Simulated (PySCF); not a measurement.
CH₇FO₂Si₂, SMILES [SiH2](F)[C@H](O)[SiH2]O. Atoms are numbered in the order given.

```xyz
13

O     -1.1311     1.7805     0.8045
Si    -1.4879     0.3099     0.1176
C     -0.0531    -0.9086     0.3959
O     -0.3456    -2.2147    -0.0904
Si     1.4829    -0.3241    -0.5172
F      1.5226     1.3040    -0.2660
H     -0.2736     2.1328     0.5334
H     -2.7036    -0.2266     0.7958
H     -1.7461     0.3954    -1.3535
H      0.1943    -0.9043     1.4792
H     -1.0859    -2.5716     0.4123
H      1.3590    -0.5519    -1.9804
H      2.7549    -0.8860     0.0129
```

Geometry: PBE0-D3(BJ)/def2-SVP. The structure was generated by enumeration; whether it is a known compound was not checked. Other conformers were not sampled.

Level of theory: PySCF with SMD-M06-2X/def2-SVP.

Solvation free energies are E(SMD) − E(gas) at the gas-phase geometry, for 1 M in both phases. In vacuum the dipole moment is 1.61 D.

```csv
solvent,ΔG(solv) (kcal/mol),its non-electrostatic (CDS) part,dipole (D)
water,-5.7,4.0,2.04
"N,N-dimethylformamide",-5.0,-0.8,2.00
dimethylsulfoxide,-4.6,-0.3,2.00
```
